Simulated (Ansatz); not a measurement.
Basis-set series for AlFH₄SSi, SMILES `[F][Al]([SiH3])[SH]`. Charge 0, multiplicity 1. The geometry is a stationary point of PBE0-D4/def2-TZVP. It is one conformer, not always the lowest.

```tsv
functional	basis	functions	energy (Eh)	HOMO (eV)	LUMO (eV)
PBE0-D4	def2-SVP	88	-1031.63480	-7.90	-1.35
PBE0-D4	def2-QZVPP	387	-1032.12426	-8.02	-1.53
ωB97M-V	def2-SVP	88	-1032.00703	-10.03	0.43
ωB97M-V	def2-QZVPP	387	-1032.49693	-10.12	0.10
```

Give the rows for def2-TZVPP. (An estimate is asked.)

Computed: 
| functional | basis | functions | energy (Eh) | HOMO (eV) | LUMO (eV) |
| --- | --- | --- | --- | --- | --- |
| PBE0-D4 | def2-TZVPP | 213 | -1032.08901 | -8.00 | -1.49 |
| ωB97M-V | def2-TZVPP | 213 | -1032.46337 | -10.10 | 0.21 |

Positive LUMOs are unbound and depend on the basis.
